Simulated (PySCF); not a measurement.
PySCF job for CH10FNSi3, SMILES [SiH3][Si@@H]([C@@H]([SiH3])N)F, TDA-PBE/def2-SVPD. Geometry optimised at B3LYP-D3(BJ)/def2-SVP. The structure was generated by enumeration; whether it is a known compound was not checked. The values are those of a single conformer.

```python
import numpy as np
from pyscf import gto, scf, dft, tdscf

mol = gto.M(
    atom='''
    N     0.37172106   -1.83830445    0.15508994
    C     0.84340634   -0.50275815   -0.28897983
    Si    2.63169825   -0.08161086    0.18338887
    Si   -0.55268341    0.58419404    0.37222839
    F    -0.34260764    2.14551691   -0.08611264
    Si   -2.54986987   -0.31767145   -0.46708039
    H     0.63621980   -2.02469360    1.12248744
    H     0.75448464   -2.59365840   -0.41206043
    H     0.75663294   -0.45454453   -1.38889408
    H     3.01551101    1.28904223   -0.26237304
    H     2.75833725   -0.17267911    1.66907315
    H     3.56425308   -1.08151807   -0.42163082
    H    -0.50897100    0.56648746    1.86535540
    H    -2.28128679   -0.92683249   -1.80390776
    H    -3.09360301   -1.35908221    0.45119537
    H    -3.58862408    0.74374210   -0.63549820
    ''',
    basis='def2-SVPD',
    charge=0,
    spin=0,
    max_memory=1600,
    verbose=4,
)
mf = dft.RKS(mol, xc='pbe').density_fit(auxbasis='def2-universal-jkfit')
mf.grids.level = 3
mf.conv_tol = 1e-9
mf.max_cycle = 100
mf.kernel()
mf.grids = dft.Grids(mol).set(level=1).build(with_non0tab=True)  # coarser grid for the response kernel
td = tdscf.TDA(mf)
td.singlet = True
td.nstates = 6
td.conv_tol = 1e-4
td.positive_eig_threshold = 1e-6
td.kernel(x0=td.get_init_guess(mf, 11))
td.analyze()
tt = tdscf.TDA(mf)
tt.singlet = False
tt.nstates = 2
tt.conv_tol = 1e-4
tt.positive_eig_threshold = 1e-6
tt.kernel(x0=tt.get_init_guess(mf, 7))
tt.analyze(verbose=3)
```

Program output:

```
PySCF version 2.14.0

[INPUT] verbose = 4
[INPUT] num. atoms = 16
[INPUT] num. electrons = 74
[INPUT] charge = 0
[INPUT] spin (= nelec alpha-beta = 2S) = 0
[INPUT] symmetry False subgroup None
[INPUT] Mole.unit = angstrom
[INPUT] Symbol           X                Y                Z      unit          X                Y                Z       unit  Magmom
[INPUT]  1 N      0.371721060000  -1.838304450000   0.155089940000 AA    0.702450998133  -3.473891944069   0.293077511275 Bohr   0.0
[INPUT]  2 C      0.843406340000  -0.502758150000  -0.288979830000 AA    1.593806994322  -0.950075210393  -0.546092734223 Bohr   0.0
[INPUT]  3 Si     2.631698250000  -0.081610860000   0.183388870000 AA    4.973188934997  -0.154222174190   0.346554738593 Bohr   0.0
[INPUT]  4 Si    -0.552683410000   0.584194040000   0.372228390000 AA   -1.044420278491   1.103966739203   0.703409712888 Bohr   0.0
[INPUT]  5 F     -0.342607640000   2.145516910000  -0.086112640000 AA   -0.647434607784   4.054439355523  -0.162729305463 Bohr   0.0
[INPUT]  6 Si    -2.549869870000  -0.317671450000  -0.467080390000 AA   -4.818555707580  -0.600312038093  -0.882654015255 Bohr   0.0
[INPUT]  7 H      0.636219800000  -2.024693600000   1.122487440000 AA    1.202281177026  -3.826116390160   2.121193839864 Bohr   0.0
[INPUT]  8 H      0.754484640000  -2.593658400000  -0.412060430000 AA    1.425769334791  -4.901304036678  -0.778681359471 Bohr   0.0
[INPUT]  9 H      0.756632940000  -0.454544530000  -1.388894080000 AA    1.429829033424  -0.858964673119  -2.624629427230 Bohr   0.0
[INPUT] 10 H      3.015511010000   1.289042230000  -0.262373040000 AA    5.698489934511   2.435936777699  -0.495813188070 Bohr   0.0
[INPUT] 11 H      2.758337250000  -0.172679110000   1.669073150000 AA    5.212501961686  -0.326316225334   3.154091135365 Bohr   0.0
[INPUT] 12 H      3.564253080000  -1.081518070000  -0.421630820000 AA    6.735462159837  -2.043772951068  -0.796766775476 Bohr   0.0
[INPUT] 13 H     -0.508971000000   0.566487460000   1.865355400000 AA   -0.961815795346   1.070506152401   3.525010830979 Bohr   0.0
[INPUT] 14 H     -2.281286790000  -0.926832490000  -1.803907760000 AA   -4.311007244688  -1.751459569449  -3.408891620378 Bohr   0.0
[INPUT] 15 H     -3.093603010000  -1.359082210000   0.451195370000 AA   -5.846062427030  -2.568293157669   0.852635677972 Bohr   0.0
[INPUT] 16 H     -3.588624080000   0.743742100000  -0.635498200000 AA   -6.781516675219   1.405468876309  -1.200917550654 Bohr   0.0

nuclear repulsion = 449.820529348779
number of shells = 95
number of NR pGTOs = 319
number of NR cGTOs = 215
basis = def2-SVPD
ecp = {}


[settings echo left out]
init E= -1066.12646281487
  HOMO = -0.276178263085471  LUMO = -0.0780855730989343  gap/eV = 5.39038
cycle= 1 E= -1066.06438541725  delta_E= 0.0621  |g|= 0.633  |ddm|= 4.92
  HOMO = -0.13931130816857  LUMO = -0.022672953841  gap/eV = 3.17389
cycle= 2 E= -1065.80415432269  delta_E= 0.26  |g|= 1.34  |ddm|=  2.7
  HOMO = -0.211270894469602  LUMO = -0.0416870907135252  gap/eV = 4.61461
cycle= 3 E= -1066.14680525829  delta_E= -0.343  |g|= 0.115  |ddm|= 1.77
  HOMO = -0.218127837941782  LUMO = -0.0433256737993664  gap/eV = 4.75661
cycle= 4 E= -1066.14894483391  delta_E= -0.00214  |g|= 0.0699  |ddm|= 0.257
  HOMO = -0.212175609558887  LUMO = -0.0426202220562892  gap/eV = 4.61384
cycle= 5 E= -1066.15001333042  delta_E= -0.00107  |g|= 0.0168  |ddm|= 0.11
  HOMO = -0.214518964542864  LUMO = -0.0434709970171894  gap/eV = 4.65445
cycle= 6 E= -1066.15009687553  delta_E= -8.35e-05  |g|= 0.00545  |ddm|= 0.0347
  HOMO = -0.214122521196958  LUMO = -0.0432814059637887  gap/eV = 4.64882
cycle= 7 E= -1066.1501029507  delta_E= -6.08e-06  |g|= 0.00193  |ddm|= 0.0102
  HOMO = -0.214121607951494  LUMO = -0.043228917161056  gap/eV = 4.65023
cycle= 8 E= -1066.15010386616  delta_E= -9.15e-07  |g|= 0.000368  |ddm|= 0.00331
  HOMO = -0.214125976863201  LUMO = -0.0432418274858524  gap/eV = 4.64999
cycle= 9 E= -1066.15010390474  delta_E= -3.86e-08  |g|= 8.57e-05  |ddm|= 0.000799
  HOMO = -0.214127715127278  LUMO = -0.0432394305345181  gap/eV = 4.65011
cycle= 10 E= -1066.15010390691  delta_E= -2.17e-09  |g|= 2.2e-05  |ddm|= 0.000201
  HOMO = -0.214128607371031  LUMO = -0.0432416891604483  gap/eV = 4.65007
cycle= 11 E= -1066.15010390709  delta_E= -1.87e-10  |g|= 8.01e-06  |ddm|= 6.25e-05
  HOMO = -0.214128141953803  LUMO = -0.0432405060401071  gap/eV = 4.65009
Extra cycle  E= -1066.15010390707  delta_E= 2.32e-11  |g|= 1.21e-05  |ddm|= 3.31e-05
converged SCF energy = -1066.15010390707
tot grids = 59560
Overwritten attributes  positive_eig_threshold  of <class 'pyscf.tdscf.rks.TDA'>


******** <class 'pyscf.tdscf.rks.TDA'> for <class 'pyscf.df.df_jk.DFRKS'> ********
nstates = 6 singlet
deg_eia_thresh = 1.000e-03
wfnsym = None
conv_tol = 0.0001
eigh lindep = 1e-12
eigh level_shift = 0
eigh max_cycle = 100


Excitation energies (eV)
[4.78535895 5.10372036 5.55797765 5.7157496  5.97323771 6.04096303]

** Singlet excitation energies and oscillator strengths **
Excited State   1:      4.78536 eV    259.09 nm  f=0.0103
      37 -> 38        0.70030
Excited State   2:      5.10372 eV    242.93 nm  f=0.0144
      37 -> 39       -0.69844
Excited State   3:      5.55798 eV    223.07 nm  f=0.0149
      37 -> 40        0.69042
      37 -> 41        0.12405
Excited State   4:      5.71575 eV    216.92 nm  f=0.0644
      37 -> 40       -0.11566
      37 -> 41        0.68213
Excited State   5:      5.97324 eV    207.57 nm  f=0.0172
      36 -> 38       -0.59987
      36 -> 39        0.10775
      37 -> 42       -0.31424
Excited State   6:      6.04096 eV    205.24 nm  f=0.0739
      36 -> 38        0.30649
      37 -> 42       -0.58580
      37 -> 43        0.18738

** Transition electric dipole moments (AU) **
state          X           Y           Z        Dip. S.      Osc.
  1         0.2424     -0.1687      0.0227      0.0877      0.0103
  2        -0.3315      0.0712      0.0125      0.1151      0.0144
  3         0.3148     -0.0890     -0.0457      0.1091      0.0149
  4        -0.6773      0.0264     -0.0272      0.4602      0.0644
  5         0.2602     -0.2089      0.0802      0.1178      0.0172
  6        -0.7047     -0.0009     -0.0510      0.4992      0.0739

** Transition velocity dipole moments (imaginary part, AU) **
state          X           Y           Z        Dip. S.      Osc.
  1         0.0590     -0.0180      0.0063      0.0038      0.0146
  2        -0.0445      0.0007     -0.0065      0.0020      0.0072
  3         0.0468     -0.0124      0.0017      0.0023      0.0076
  4        -0.1075     -0.0065     -0.0050      0.0116      0.0369
  5         0.0325      0.0078      0.0051      0.0011      0.0035
  6        -0.1123     -0.0029     -0.0128      0.0128      0.0384

** Transition magnetic dipole moments (imaginary part, AU) **
state          X           Y           Z
  1         0.0428     -0.1112     -0.6536
  2         0.0493     -0.3820     -0.4718
  3         0.1153     -0.1697     -0.1080
  4        -0.0231     -0.1602     -0.2926
  5         0.3307     -0.0009     -0.4067
  6        -0.3239     -0.1164      0.5365


******** <class 'pyscf.tdscf.rks.TDA'> for <class 'pyscf.df.df_jk.DFRKS'> ********
nstates = 2 triplet
deg_eia_thresh = 1.000e-03
wfnsym = None
conv_tol = 0.0001
eigh lindep = 1e-12
eigh level_shift = 0
eigh max_cycle = 100


Excitation energies (eV)
[4.5016337  4.92880975]

** Triplet excitation energies and oscillator strengths **
Excited State   1:      4.50163 eV    275.42 nm  f=0.0000
Excited State   2:      4.92881 eV    251.55 nm  f=0.0000
```

The calculation finished and met its thresholds.

Cost: around 2.5 core-minutes (rough).
